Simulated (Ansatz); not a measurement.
Computed with Ansatz on PBE0-D4/def2-TZVP structures; ΔE is electronic, products minus reactants. CBS: MP2 limit from def2 TZ/QZ plus the TZ coupled-cluster correction, frozen cores. This one scheme is used for every species. Functionals use def2-TZVPP. B3LYP here is the variant with VWN-RPA as its local correlation; programs differ in this. For Ga outer-core shells are correlated without core-valence functions, which leaves a few kJ/mol of doubt a bond. Scalar relativity is left out up to krypton. One conformer a species, not always the lowest.

`[SH][Ga]([SH])[SH]` + CH₃OH → `C[O][Ga]([SH])[SH]` + H₂S  (ligand exchange at a Ga–S bond)

Task: Is it downhill or uphill in electronic energy at CCSD(T)/CBS, and by how much? (Best estimate.)

Result: Computed: Uphill: ΔE = +8.2 kcal/mol.

Task: What do these levels give: PBE0-D4, B3LYP-D4, B3LYP, HF/def2-TZVPP, SCS-MP2/def2-TZVPP, MP2/def2-QZVPP? (An estimate is asked.)

Result: The calculation gave: PBE0-D4 10.1, B3LYP-D4 8.0, B3LYP 8.0, HF/def2-TZVPP 8.3, SCS-MP2/def2-TZVPP 6.9, MP2/def2-QZVPP 8.2 kcal/mol.

Largest T1 diagnostic among the species: 0.013.

From PBE to PBE0 (25 % exact exchange), in def2-TZVPP and without D4, ΔE moves by +0.8 kcal/mol.
